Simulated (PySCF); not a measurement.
# Computed records: CH₆B₂Ge, CH₅BGeO, CH₅BGe, CH₃BGe and others

All values are calculated (PySCF 2.14.0). Calculation on a computer-drawn molecule: optimised geometry and harmonic frequencies of an isolated molecule of the commonest isotopes, restricted reference for singlets and unrestricted otherwise, frozen core in MP2; on germanium a core potential holds 10 electrons, which the energies leave out, and 3d is frozen in MP2 and coupled-cluster steps.

Common to all runs: charge 0; multiplicity 1; method HF; basis cc-pVDZ; basis and core potential on germanium cc-pVDZ-PP ECP10MDF.

(1) CH₆B₂Ge

Start structure:
```xyz
10
CH6B2Ge
B      0.0995    -1.7081     0.9340
C     -0.4446    -0.5177     0.4355
Ge    -2.2163     0.1399     1.0802
B     -3.4305     0.1652    -0.4552
H      0.3910    -2.5988     1.4409
H     -0.1336     0.1422    -0.3601
H     -1.9189     1.4194     1.8026
H     -2.6274    -0.7636     2.2975
H     -3.4283     1.1605    -1.1421
H     -4.0268    -0.7432    -0.7465
```

- rotational constants: 9.956, 3.047, 2.655 GHz
- total energy: -384.0122 hartree
- convergence status largest gradient component: 2.322e-05 hartree/bohr

Drawn bonds:
```csv
atom,other atom,order
1,2,2
2,3,1
3,4,1
1,5,1
2,6,1
3,7,1
3,8,1
4,9,1
4,10,1
```

Optimised structure:
```xyz
10
CH6B2Ge
B      0.1047    -1.6455     0.9527
C     -0.4195    -0.4764     0.4533
Ge    -2.1617     0.1021     1.1382
B     -3.4809     0.1976    -0.4765
H      0.5008    -2.6486     1.4228
H      0.0453     0.1469    -0.3019
H     -2.0165     1.4740     1.8224
H     -2.6081    -0.9008     2.2168
H     -3.3004     1.0097    -1.3414
H     -4.3995    -0.5632    -0.5996
```

Modes:
```csv
frequency (cm⁻¹),reduced mass (dalton)
52.17,1.538
107.1,1.607
146.3,2.591
180.4,2.493
433.8,1.07
559.7,1.305
566.1,4.481
579.5,3.405
639.6,1.23
746.5,1.296
782.4,1.128
801.8,1.179
879.6,1.318
952.5,1.126
974.8,1.204
1026,1.226
1257,1.142
1575,5.578
2170,1.023
2189,1.016
2676,1.052
2761,1.127
2937,1.135
3349,1.093
```

(2) CH₅BGeO

Start structure:
```xyz
9
CH5BGeO
B     -2.4608     1.0210     0.7631
C     -1.1278     1.1894     0.7266
Ge     0.0747     0.3534    -0.5220
O      0.8825     1.5977    -1.4242
H     -3.5780     0.8065     0.7172
H     -0.5595     1.8235     1.4429
H     -0.5497    -0.6143    -1.4518
H      1.3073    -0.2927     0.2097
H      0.3155     2.1802    -1.8864
```

* rotational constants: 11.48, 3.118, 2.768 GHz
* total energy: -433.6669 hartree
* convergence status largest gradient component: 8.775e-06 hartree/bohr

Drawn bonds:
```csv
atom,other atom,order
1,2,2
2,3,1
3,4,1
1,5,1
2,6,1
3,7,1
3,8,1
4,9,1
```

Optimised structure:
```xyz
9
CH5BGeO
B     -2.4068     0.9733     0.7212
C     -1.0581     1.2421     0.7843
Ge     0.1077     0.3678    -0.4882
O      0.9091     1.5718    -1.5333
H     -3.5459     0.7011     0.6140
H     -0.5941     1.9055     1.5060
H     -0.7121    -0.5956    -1.3565
H      1.2710    -0.3500     0.1863
H      0.3335     2.2488    -1.8586
```

Modes:
```csv
frequency (cm⁻¹),reduced mass (dalton)
101.5,3.06
157.3,2.885
196.5,1.333
251.1,2.316
533.5,1.124
601.6,1.593
604.3,3.357
727.1,7.985
744.7,1.149
761.9,1.226
851.3,1.211
896.8,1.208
951.8,1.037
974.5,1.105
1030,1.258
1572,5.658
2211,1.021
2265,1.018
2940,1.134
3343,1.092
4157,1.067
```

(3) CH₅BGe

Start structure:
```xyz
8
CH5BGe
B     -2.2684     0.4150    -0.4483
C     -1.2995    -0.6205    -0.6047
Ge     0.3630    -0.5149     0.3447
H     -3.0416     1.2351    -0.2049
H     -1.3824    -1.5062    -1.2718
H      0.6093    -1.8420     1.0968
H      1.5431    -0.5126    -0.6579
H      0.4968     0.6087     1.2897
```

- rotational constants: 32.07, 4.225, 3.913 GHz
- total energy: -358.7719 hartree
- convergence status largest gradient component: 2.604e-05 hartree/bohr

Drawn bonds:
```csv
atom,other atom,order
1,2,2
2,3,1
1,4,1
2,5,1
3,6,1
3,7,1
3,8,1
```

Optimised structure:
```xyz
8
CH5BGe
B     -2.2235     0.3565    -0.4052
C     -1.2965    -0.6334    -0.6360
Ge     0.3941    -0.5727     0.3215
H     -2.9778     1.2275    -0.1686
H     -1.4443    -1.4577    -1.3252
H      0.5789    -1.8342     1.1746
H      1.5693    -0.4778    -0.6601
H      0.4201     0.6542     1.2426
```

Modes:
```csv
frequency (cm⁻¹),reduced mass (dalton)
160,1.28
162.9,2.758
516.1,1.111
582.8,1.507
600.1,2.118
701.4,1.376
753.1,1.237
870.7,1.36
937.8,1.046
959.8,1.02
972.2,1.031
1035,1.228
1579,5.607
2199,1.024
2204,1.023
2228,1.012
2939,1.135
3342,1.092
```

(4) CH₃BGe

Start structure:
```xyz
6
CH3BGe
B      0.2553     0.3258    -2.5126
C      0.9100    -0.2211    -1.5066
Ge     0.7263     0.5999     0.3328
H     -0.4027     0.9455    -3.2780
H      1.5884    -1.0883    -1.4307
H      1.7100    -0.4625     1.0075
```

* rotational constants: 31.43, 5.328, 4.556 GHz
* total energy: -357.5951 hartree
* convergence status largest gradient component: 1.132e-05 hartree/bohr

Drawn bonds:
```csv
atom,other atom,order
1,2,2
2,3,1
1,4,1
2,5,1
3,6,1
```

Optimised structure:
```xyz
6
CH3BGe
B      0.2670     0.3419    -2.4022
C      1.0351    -0.3915    -1.5335
Ge     0.6550     0.6330     0.1159
H     -0.4268     1.0544    -3.0289
H      1.6840    -1.2495    -1.5495
H      1.5731    -0.2891     1.0107
```

Modes:
```csv
frequency (cm⁻¹),reduced mass (dalton)
143.1,3.709
274.6,1.247
542.1,4.118
692.9,1.103
713.9,1.289
791.2,1.163
853.7,1.265
951.3,1.236
1553,4.791
2004,1.022
2945,1.133
3442,1.103
```

(5) CH₆BGeN

Start structure:
```xyz
10
CH6BGeN
B     -2.8348     0.1451    -0.3950
C     -1.6883     0.6266    -1.0021
N     -0.6495     0.3629    -2.0779
Ge    -0.9853     2.2075     0.0056
H     -3.7460    -0.1772     0.1559
H     -1.0054    -0.3147    -2.6365
H     -0.4881     1.1161    -2.6331
H     -0.8761     3.4100    -0.9608
H     -1.8928     2.7067     1.1340
H      0.3039     1.9200     0.5434
```

- rotational constants: 8.545, 3.215, 2.418 GHz
- total energy: -413.7866 hartree
- convergence status largest gradient component: 3.497e-05 hartree/bohr

Drawn bonds:
```csv
atom,other atom,order
1,2,2
2,3,1
2,4,1
1,5,1
3,6,1
3,7,1
4,8,1
4,9,1
4,10,1
```

Optimised structure:
```xyz
10
CH6BGeN
B     -2.7272     0.2148    -0.4360
C     -1.5972     0.7012    -1.0559
N     -0.7108     0.3307    -2.0996
Ge    -1.0011     2.2404     0.0234
H     -3.6639    -0.1020     0.1993
H     -1.0646    -0.4451    -2.6295
H     -0.5629     1.0903    -2.7417
H     -0.8321     3.4518    -0.9075
H     -2.0488     2.5749     1.0916
H      0.3462     1.9459     0.6894
```

Modes:
```csv
frequency (cm⁻¹),reduced mass (dalton)
176.7,1.406
194.8,1.992
234.9,1.281
252.4,2.102
369.5,2.404
516.8,2.338
640.7,1.385
647.4,1.203
651.8,1.477
857.2,1.624
907.6,1.407
921,1.075
947.5,1.023
973.1,1.036
1084,3.214
1331,1.242
1685,5.231
1794,1.123
2191,1.023
2216,1.023
2230,1.013
2940,1.135
3720,1.051
3808,1.094
```
